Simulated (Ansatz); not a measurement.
Compare A (`C=[CH][Al]([F])[SiH3]`) with its isomer B (`[F][Al]1[CH2][SiH2][CH2]1`).

Computed with Ansatz on PBE0-D4/def2-TZVP structures; ΔE is electronic, products minus reactants. CBS: MP2 limit from def2 TZ/QZ plus the TZ coupled-cluster correction, frozen cores. DFT in def2-TZVPP. B3LYP here is the variant with VWN-RPA as its local correlation; programs differ in this. One conformer a species, not always the lowest.

Which is lower in electronic energy at CCSD(T)/CBS, and by how much? (Estimate.)

Computed: B, by 100.8 kJ/mol.

Give E(B) − E(A) in kJ/mol with MP2/def2-TZVPP, CCSD(T)/def2-TZVPP, PBE0-D4, PBE-D4, r2SCAN-D4, B3LYP, ωB97M-V. (Estimate.)

Ansatz gave: MP2/def2-TZVPP -119.3, CCSD(T)/def2-TZVPP -97.0, PBE0-D4 -112.6, PBE-D4 -104.7, r2SCAN-D4 -113.1, B3LYP -84.7, ωB97M-V -114.4. None reverses the order clearly.

Largest T1 diagnostic: 0.013.

The D4 term adds −4.5 kJ/mol with B3LYP and −1.9 kJ/mol with PBE0; it sums over pairs of atoms, weighted by their polarisabilities, and B3LYP, whose exchange is more repulsive, gets the larger term. From PBE to PBE0 (25 % exact exchange), in def2-TZVPP and without D4, E(B) − E(A) moves by −8.6 kJ/mol.
